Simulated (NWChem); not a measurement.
System: CF$_{2}$, singlet; SMILES F[C]F

Excerpt of the output:

```
             Northwest Computational Chemistry Package (NWChem) 7.3.0
             --------------------------------------------------------

                             Geometry "geometry" -> ""
                             -------------------------

 Output coordinates in angstroms (scale by  1.889725989 to convert to a.u.)

  No.       Tag          Charge          X              Y              Z
 ---- ---------------- ---------- -------------- -------------- --------------
    1 F                    9.0000     1.02637000     0.00000000    -0.19817000
    2 C                    6.0000     0.00000000     0.00000000     0.59319700
    3 F                    9.0000    -1.02637000     0.00000000    -0.19817000

 Effective nuclear repulsion energy (a.u.)      64.9780848303

                                 NWChem DFT Module
                                 -----------------

 Summary of "ao basis" -> "ao basis" (spherical)
 ------------------------------------------------------------------------------
       Tag                 Description            Shells   Functions and Types
 ---------------- ------------------------------  ------  ---------------------
 F                          cc-pvdz                  6       14   3s2p1d
 C                          cc-pvdz                  6       14   3s2p1d

 in cosmo_initialize ...
 calling solv_data for solv:h2o

 solvent parameters
 solvname_short: h2o
 solvname_long:  water
 dielec:       78.4000
 dielecinf:     1.7769
 aqueous SMD model solvent descriptors
 dielec:       78.4000
 sola:          0.8200

          ---------------
          -cosmo- solvent
          ---------------
 Cosmo: York-Karplus, doi: 10.1021/jp992097l
 dielectric constant -eps-     =  78.40
 screen = (eps-1)/(eps    )    =   0.98724
 surface charge correction     = lagrangian

   van der Waals surface
 --------------------------

 ---------- ATOMIC COORDINATES (A.U.) ------------ VDWR(ANG.) --
     1    1.93955806    0.00000000   -0.37448700     1.730
     2    0.00000000    0.00000000    1.12097979     1.850
     3   -1.93955806    0.00000000   -0.37448700     1.730
 number of segments per atom =        128
 number of   points per atom =        128
 atom (   nspa,  nppa )
 ----------------------
    1 (     82,     0 )       0
    2 (     68,     0 )       0
    3 (     82,     0 )       0
 number of -cosmo- surface points =      232
 molecular surface =     66.733 angstrom**2
 molecular volume  =     46.819 angstrom**3
 -lineq- algorithm             =   0
 -bem- low  level              =   3
 -bem- from -octahedral-
 gaussian surface charge width =   4.50000
 degree of switching           =   1.00000
 switching function tolerance  =   0.00010
 atomic radii =
 --------------
    1  9.000  1.730
    2  6.000  1.850
    3  9.000  1.730
 ...... end of -cosmo- initialization ......

 nat:                     3
 ixmem:                   608
 calling mnsol_interface()
 G(SMD-CDS) energy (kcal/mol)  =     5.467
 SMD-CDS SASA (angstrom**2)    =    76.833

            General Information
            -------------------
          SCF calculation type: DFT
          Wavefunction type:  closed shell.
          No. of atoms     :     3
          No. of electrons :    24
           Alpha electrons :    12
            Beta electrons :    12
          Charge           :     0
          Spin multiplicity:     1
          Use of symmetry is: off; symmetry adaption is: off
          Maximum number of iterations: 150
          AO basis - number of functions:    42
                     number of shells:    18
          Convergence on energy requested:  1.00D-06
          Convergence on density requested:  1.00D-05
          Convergence on gradient requested:  5.00D-04

              XC Information
              --------------
                         PBE0 Method XC Functional
                     Hartree-Fock (Exact) Exchange  0.250
          PerdewBurkeErnzerhof Exchange Functional  0.750
            Perdew 1991 LDA Correlation Functional  1.000 local
           PerdewBurkeErnz. Correlation Functional  1.000 non-local

             Grid Information
             ----------------
          Grid used for XC integration:  medium
          Radial quadrature: Mura-Knowles
          Angular quadrature: Lebedev.
          Tag              B.-S. Rad. Rad. Pts. Rad. Cut. Ang. Pts.
          ---              ---------- --------- --------- ---------
          F                   0.50       49           6.0       434
          C                   0.70       49           5.0       434
          Grid pruning is: on
          Number of quadrature shells:   147
          Spatial weights used:  Erf1

      Superposition of Atomic Density Guess
      -------------------------------------

 Sum of atomic energies:        -236.43387848

      Non-variational initial energy
      ------------------------------

 Total energy =    -236.993399
 1-e energy   =    -458.052640
 2-e energy   =     156.081157
 HOMO         =      -0.285727
 LUMO         =       0.017158

   convergence    iter        energy       DeltaE   RMS-Dens  Diis-err
 ---------------- ----- ----------------- --------- --------- ---------
     COSMO gas phase
 d= 0,ls=0.0,diis     1   -237.3888741533 -3.02D+02  2.49D-02  7.71D-01
 d= 0,ls=0.0,diis     2   -237.3295539032  5.93D-02  1.33D-02  1.63D+00
 d= 0,ls=0.0,diis     3   -237.4731294076 -1.44D-01  1.84D-03  2.38D-02
 d= 0,ls=0.0,diis     4   -237.4748652269 -1.74D-03  4.05D-04  9.04D-04
 d= 0,ls=0.0,diis     5   -237.4749404302 -7.52D-05  4.61D-05  4.02D-06
 d= 0,ls=0.0,diis     6   -237.4749409421 -5.12D-07  8.63D-06  9.78D-08

   convergence    iter        energy       DeltaE   RMS-Dens  Diis-err
 ---------------- ----- ----------------- --------- --------- ---------
     COSMO solvation phase
 d= 0,ls=0.0,diis     1   -237.4686840621  6.26D-03  1.30D-03  6.31D-04
 d= 0,ls=0.0,diis     2   -237.4688518020 -1.68D-04  1.77D-04  5.23D-05
 d= 0,ls=0.0,diis     3   -237.4688562885 -4.49D-06  6.72D-05  2.20D-05
 d= 0,ls=0.0,diis     4   -237.4688577384 -1.45D-06  2.43D-05  4.33D-06
 d= 0,ls=0.0,diis     5   -237.4688581043 -3.66D-07  5.81D-06  6.54D-08

         Total DFT energy =     -237.468858104300
      One electron energy =     -457.588445371381
           Coulomb energy =      181.274351085875
    Exchange-Corr. energy =      -26.030320229214
 Nuclear repulsion energy =       64.978084830259

             COSMO energy =       -0.102528419838

 Numeric. integr. density =       23.999996487020

                                COSMO-SMD solvation results
                                ---------------------------

             internal energy in gas <Psi(g)|H|Psi(g)> =      -237.474940942090
         internal energy in solvent <Psi(s)|H|Psi(s)> =      -237.474749821573
                               delta internal energy  =         0.000191120516 (    0.12 kcal/mol)
   total free energy in solvent <Psi(s)|H+V/2|Psi(s)> =      -237.477570718022
 polarization energy contribution <Psi(s)|V/2|Psi(s)> =        -0.002820896448 (   -1.77 kcal/mol)
    total free energy in solvent including G(SMD-CDS) =      -237.468858104300
                       G(SMD-CDS) energy contribution =         0.008712613722 (    5.47 kcal/mol)
     1 M fixed-concentration free energy of solvation =         0.006082837790 (    3.82 kcal/mol)

                       DFT Final Molecular Orbital Analysis
                       ------------------------------------

 Vector   10  Occ=2.000000D+00  E=-4.857066D-01
              MO Center= -2.6D-09, -4.0D-11, -1.8D-01, r^2= 1.5D+00
   Bfn.  Coefficient  Atom+Function         Bfn.  Coefficient  Atom+Function
  ----- ------------  ---------------      ----- ------------  ---------------
     5      0.485016  1 F  py                33     -0.485016  3 F  py
     8      0.323944  1 F  py                36     -0.323944  3 F  py
    24      0.046479  2 C  d -2

 Vector   11  Occ=2.000000D+00  E=-4.592094D-01
              MO Center= -2.3D-09,  5.0D-11, -1.6D-01, r^2= 1.5D+00
   Bfn.  Coefficient  Atom+Function         Bfn.  Coefficient  Atom+Function
  ----- ------------  ---------------      ----- ------------  ---------------
     4      0.410438  1 F  px                32      0.410438  3 F  px
     6      0.288279  1 F  pz                34     -0.288279  3 F  pz
     7      0.268124  1 F  px                35      0.268124  3 F  px
     9      0.190020  1 F  pz                37     -0.190020  3 F  pz
    21      0.056848  2 C  px                27     -0.032817  2 C  d  1

 Vector   12  Occ=2.000000D+00  E=-3.107332D-01
              MO Center= -1.9D-10, -1.7D-11,  7.5D-01, r^2= 1.2D+00
   Bfn.  Coefficient  Atom+Function         Bfn.  Coefficient  Atom+Function
  ----- ------------  ---------------      ----- ------------  ---------------
    17      0.607923  2 C  s                 20      0.414068  2 C  pz
     6     -0.275289  1 F  pz                16      0.274531  2 C  s
    34     -0.275289  3 F  pz                 9     -0.211387  1 F  pz
    37     -0.211387  3 F  pz                23      0.177100  2 C  pz
     3     -0.094229  1 F  s                 31     -0.094229  3 F  s

 Vector   13  Occ=0.000000D+00  E=-6.587788D-02
              MO Center= -5.6D-11, -1.2D-11,  4.8D-01, r^2= 1.3D+00
   Bfn.  Coefficient  Atom+Function         Bfn.  Coefficient  Atom+Function
  ----- ------------  ---------------      ----- ------------  ---------------
    19      0.646304  2 C  py                22      0.519120  2 C  py
     5     -0.271649  1 F  py                33     -0.271649  3 F  py
     8     -0.247569  1 F  py                36     -0.247569  3 F  py

 Vector   14  Occ=0.000000D+00  E= 1.790952D-01
              MO Center=  1.1D-09,  9.7D-12,  7.0D-01, r^2= 2.0D+00
   Bfn.  Coefficient  Atom+Function         Bfn.  Coefficient  Atom+Function
  ----- ------------  ---------------      ----- ------------  ---------------
    21      1.113279  2 C  px                 3     -0.569465  1 F  s
    31      0.569465  3 F  s                 18      0.511876  2 C  px
     9     -0.296275  1 F  pz                37      0.296275  3 F  pz
     6     -0.231999  1 F  pz                34      0.231999  3 F  pz
     7      0.122652  1 F  px                35      0.122652  3 F  px

 Vector   15  Occ=0.000000D+00  E= 2.206068D-01
              MO Center= -1.0D-09, -1.4D-11,  1.6D-01, r^2= 1.9D+00
   Bfn.  Coefficient  Atom+Function         Bfn.  Coefficient  Atom+Function
  ----- ------------  ---------------      ----- ------------  ---------------
    17      1.146345  2 C  s                 23     -1.068087  2 C  pz
     3     -0.728837  1 F  s                 31     -0.728837  3 F  s
    20     -0.438023  2 C  pz                 7      0.417885  1 F  px
    35     -0.417885  3 F  px                 4      0.256384  1 F  px
    32     -0.256384  3 F  px                16      0.182225  2 C  s

     Multipole analysis of the density
     ---------------------------------

     L   x y z        total         alpha         beta         nuclear
     -   - - -        -----         -----         ----         -------
     0   0 0 0     -0.000000    -12.000000    -12.000000     24.000000

     1   1 0 0     -0.000000     -0.000000     -0.000000      0.000000
     1   0 1 0      0.000000      0.000000      0.000000      0.000000
     1   0 0 1     -0.323926     -0.154519     -0.154519     -0.014887

     2   2 0 0    -11.528835    -39.621387    -39.621387     67.713939
     2   1 1 0     -0.000000     -0.000000     -0.000000      0.000000
     2   1 0 1      0.000000      0.000000      0.000000      0.000000
     2   0 2 0    -10.349922     -5.174961     -5.174961      0.000000
     2   0 1 1      0.000000      0.000000      0.000000      0.000000
     2   0 0 2    -12.579295    -11.321599    -11.321599     10.063903
```

Level: PBE0/cc-pVDZ, SMD on the gas-phase geometry. Low-valent species are run as closed-shell singlets; no triplet was tried in these runs. All runs use the structure optimised with PBE0-D3(BJ)/def2-TZVP. Solvent: water.

**Question.** Reconstruct the input file.

**Answer.** Several could match; the one computed here: the input that was run:
```
start job
memory heap 200 mb stack 900 mb global 1100 mb
geometry units angstroms noautosym nocenter noautoz
  F      1.026370     0.000000    -0.198170
  C      0.000000     0.000000     0.593197
  F     -1.026370     0.000000    -0.198170
end
basis spherical
  F library cc-pvdz
  C library cc-pvdz
end
dft
  xc pbe0
  iterations 150
end
cosmo
  do_cosmo_smd true
  solvent water
end
task dft energy
```
